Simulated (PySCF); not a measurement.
Ne²⁺ (neon, charge +2) across methods

[He] 2s2 2p3 3d1, high-spin 5D determinant (an excited configuration). Computed with PySCF 2.14 in aug-cc-pVDZ (4s3p2d, 23 functions), with no relativity, point nucleus. The B2PLYP total includes its PT2 part (frozen core); its orbital energies are those of the SCF part.

```json
{"method": "LDA", "E (hartree)": "-123.5907", "mean ε 2s β (eV)": "-80.412", "mean ε 2p α (eV)": "-66.855", "mean ε 3d α (eV)": "3.921", "Σ⟨r²⟩ (bohr²)": "6.507", "⟨S²⟩": "6.001"}
{"method": "BP86", "E (hartree)": "-124.3498", "mean ε 2s β (eV)": "-80.950", "mean ε 2p α (eV)": "-66.799", "mean ε 3d α (eV)": "3.429", "Σ⟨r²⟩ (bohr²)": "6.486", "⟨S²⟩": "6.001"}
{"method": "UHF", "E (hartree)": "-124.08344", "mean ε 2s β (eV)": "-89.321", "mean ε 2p α (eV)": "-81.505", "mean ε 3d α (eV)": "-0.983", "Σ⟨r²⟩ (bohr²)": "6.454", "⟨S²⟩": "6.002"}
{"method": "TPSS", "E (hartree)": "-124.3702", "mean ε 2s β (eV)": "-80.993", "mean ε 2p α (eV)": "-67.186", "mean ε 3d α (eV)": "3.658", "Σ⟨r²⟩ (bohr²)": "6.482", "⟨S²⟩": "6.001"}
{"method": "PBE0", "E (hartree)": "-124.2659", "mean ε 2s β (eV)": "-83.339", "mean ε 2p α (eV)": "-70.667", "mean ε 3d α (eV)": "2.244", "Σ⟨r²⟩ (bohr²)": "6.478", "⟨S²⟩": "6.001"}
{"method": "r2SCAN", "E (hartree)": "-124.3150", "mean ε 2s β (eV)": "-80.959", "mean ε 2p α (eV)": "-68.380", "mean ε 3d α (eV)": "3.469", "Σ⟨r²⟩ (bohr²)": "6.474", "⟨S²⟩": "6.001"}
{"method": "revPBE", "E (hartree)": "-124.3361", "mean ε 2s β (eV)": "-80.657", "mean ε 2p α (eV)": "-66.744", "mean ε 3d α (eV)": "3.420", "Σ⟨r²⟩ (bohr²)": "6.489", "⟨S²⟩": "6.001"}
{"method": "B2PLYP", "E (hartree)": "-124.2930", "mean ε 2s β (eV)": "-86.056", "mean ε 2p α (eV)": "-74.618", "mean ε 3d α (eV)": "1.170", "Σ⟨r²⟩ (bohr²)": "6.465", "⟨S²⟩": "6.001"}
{"method": "PBE", "E (hartree)": "-124.2536", "mean ε 2s β (eV)": "-80.643", "mean ε 2p α (eV)": "-66.799", "mean ε 3d α (eV)": "3.521", "Σ⟨r²⟩ (bohr²)": "6.491", "⟨S²⟩": "6.001"}
```

The outer electron is Rydberg-like, and this basis confines it to a smaller radius and binds it less than a complete one would.

The highest occupied level is positive at LDA, BP86, TPSS, PBE0, r2SCAN, revPBE, B2PLYP, PBE: only the finite basis holds that electron, which in a density functional comes from self-interaction.
